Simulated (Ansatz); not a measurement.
Isolated molecules relaxed with PBE0-D4/def2-TZVP in Ansatz; ΔE leaves out vibrations. CCSD(T)/CBS is the MP2 limit (def2-TZVPP, def2-QZVPP) plus CCSD(T) − MP2 in def2-TZVPP, frozen cores. This one scheme is used for every species. DFT in def2-TZVPP. B3LYP here is the variant with VWN-RPA as its local correlation; programs differ in this. For Ge outer-core shells are correlated without core-valence functions, which leaves a few kJ/mol of doubt a bond. Scalar relativity is left out up to krypton.

Reaction (cleavage of the Si–Ge bond): `[GeH3][SiH2][GeH3]` + HCl → `Cl[SiH2][GeH3]` + GeH₄

CCSD(T)/CBS gives -66.1 kJ/mol.

(1) Another level gave -65.2 kJ/mol. Which?
A. CCSD/def2-TZVPP
B. B3LYP/def2-TZVPP
C. BHLYP/def2-TZVPP
D. revPBE/def2-TZVPP

(2) What do rigid-rotor, harmonic-oscillator terms from PBE0-D4/def2-TZVP frequencies (298.15 K, 1 bar) make of the CCSD(T)/CBS value? (Estimate.)

Largest T1 diagnostic among the species: 0.012.

Answers

(1) A. CCSD/def2-TZVPP -65.2, revPBE -60.9, B3LYP -71.8, BHLYP -77.5 kJ/mol.

(2) The calculation gave: ΔZPE = +3.3 kJ/mol, ΔH = -65.7 kJ/mol, ΔS = -7 J/(mol·K), ΔG = -63.7 kJ/mol.

The D4 term adds +3.5 kJ/mol with B3LYP and +2.2 kJ/mol with PBE0; it sums over pairs of atoms, weighted by their polarisabilities, and B3LYP, whose exchange is more repulsive, gets the larger term. From PBE to PBE0 (25 % exact exchange), in def2-TZVPP and without D4, ΔE moves by −3.3 kJ/mol. In def2-TZVPP, CCSD(T) changes the Hartree–Fock value by +24.0 kJ/mol (the triples alone add +2.2 kJ/mol) and MP2 by +18.2 kJ/mol.
